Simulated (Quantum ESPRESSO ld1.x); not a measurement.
The run below uses ld1.x (Quantum ESPRESSO 7.5).

```
 &input
    zed=64.0,
    iswitch=1,
    rel=1,
    dft='PBESOL',
    config='[Xe] 4f1 5d1 6s2',
    prefix='ld1',
    max_out_wfc=37,
    file_charge='ld1.rho',
 /
```

Command: `OMP_NUM_THREADS=1 ld1.x < ld1.in > ld1.out`

It prints:

```
     Program LD1 v.7.5 starts

     --------------------------- All-electron run ----------------------------

     scalar relativistic calculation

     atomic number is 64.00
     dft =PBESOL   lsd =0 sic =0 latt =0  beta=0.20 tr2=1.0E-14
     Exchange-correlation= PBESOL
                           (   1   4  10   8   0   0   0)
     mesh =2097 r(mesh) = 100.39545 a.u. xmin = -8.00 dx = 0.00800
     1 Ry =  13.60569312 eV, c = 137.03599908

     n l     nl                  e(Ry)          e(Ha)          e(eV)
     1 0     1S 1( 2.00)     -3691.2626     -1845.6313    -50222.1864
     2 0     2S 1( 2.00)      -618.4442      -309.2221     -8414.3614
     2 1     2P 1( 6.00)      -551.4955      -275.7477     -7503.4780
     3 0     3S 1( 2.00)      -145.9607       -72.9803     -1985.8960
     3 1     3P 1( 6.00)      -125.2300       -62.6150     -1703.8410
     4 0     4S 1( 2.00)       -37.5322       -18.7661      -510.6520
     4 1     4P 1( 6.00)       -30.5448       -15.2724      -415.5832
     3 2     3D 1(10.00)       -97.8326       -48.9163     -1331.0810
     5 0     5S 1( 2.00)       -10.9223        -5.4612      -148.6057
     5 1     5P 1( 6.00)        -8.7736        -4.3868      -119.3703
     4 2     4D 1(10.00)       -20.8776       -10.4388      -284.0539
     4 3     4F 1( 1.00)       -10.2221        -5.1111      -139.0789
     5 2     5D 1( 1.00)        -5.8843        -2.9422       -80.0604
     6 0     6S 1( 2.00)        -4.4536        -2.2268       -60.5946

     final scf error:  6.2E-15 reached in  29 iterations

     Etot =  -22504.836613 Ry,  -11252.418307 Ha, -306193.900746 eV

     Ekin =   24171.882998 Ry,   12085.941499 Ha,  328875.222278 eV
     Encl =  -54338.447711 Ry,  -27169.223855 Ha, -739312.244329 eV
     Eh   =    8139.037830 Ry,    4069.518915 Ha,  110737.251033 eV
     Exc  =    -477.309731 Ry,    -238.654866 Ha,   -6494.129728 eV

     normalization and overlap integrals

     s(1S/1S) =  1.000000  <r> =   0.0219  <r2> =    0.0007  r(max) =   0.0140
     s(1S/2S) = -0.022918
     s(1S/3S) = -0.009928
     s(1S/4S) = -0.004886
     s(1S/5S) = -0.002352
     s(1S/6S) = -0.001226
     s(2S/2S) =  1.000000  <r> =   0.0933  <r2> =    0.0103  r(max) =   0.0793
     s(2S/3S) = -0.006233
     s(2S/4S) = -0.002934
     s(2S/5S) = -0.001399
     s(2S/6S) = -0.000727
     s(2P/2P) =  1.000000  <r> =   0.0824  <r2> =    0.0083  r(max) =   0.0639
     s(2P/3P) = -0.005018
     s(2P/4P) = -0.002252
     s(2P/5P) = -0.001029
     s(3S/3S) =  1.000000  <r> =   0.2445  <r2> =    0.0683  r(max) =   0.2243
     s(3S/4S) = -0.002068
     s(3S/5S) = -0.000952
     s(3S/6S) = -0.000491
     s(3P/3P) =  1.000000  <r> =   0.2431  <r2> =    0.0685  r(max) =   0.2207
     s(3P/4P) = -0.001776
     s(3P/5P) = -0.000783
     s(4S/4S) =  1.000000  <r> =   0.5433  <r2> =    0.3325  r(max) =   0.5113
     s(4S/5S) = -0.000659
     s(4S/6S) = -0.000332
     s(4P/4P) =  1.000000  <r> =   0.5708  <r2> =    0.3696  r(max) =   0.5321
     s(4P/5P) = -0.000552
     s(3D/3D) =  1.000000  <r> =   0.2214  <r2> =    0.0576  r(max) =   0.1807
     s(3D/4D) = -0.001301
     s(3D/5D) = -0.000515
     s(5S/5S) =  1.000000  <r> =   1.1651  <r2> =    1.5144  r(max) =   1.1020
     s(5S/6S) = -0.000207
     s(5P/5P) =  1.000000  <r> =   1.2796  <r2> =    1.8325  r(max) =   1.1938
     s(4D/4D) =  1.000000  <r> =   0.6062  <r2> =    0.4234  r(max) =   0.5450
     s(4D/5D) = -0.000393
     s(4F/4F) =  1.000000  <r> =   0.6624  <r2> =    0.5218  r(max) =   0.5195
     s(5D/5D) =  1.000000  <r> =   1.5234  <r2> =    2.6174  r(max) =   1.3897
     s(6S/6S) =  1.000000  <r> =   2.3193  <r2> =    5.9573  r(max) =   2.2459

     ------------------------ End of All-electron run ------------------------
```

Run on one thread of a shared host, so times are rough (Intel(R) Xeon(R) Processor @ 2.60GHz): 0.75 s of CPU time, 0.78 s wall, 29 iterations on 2097 mesh points.
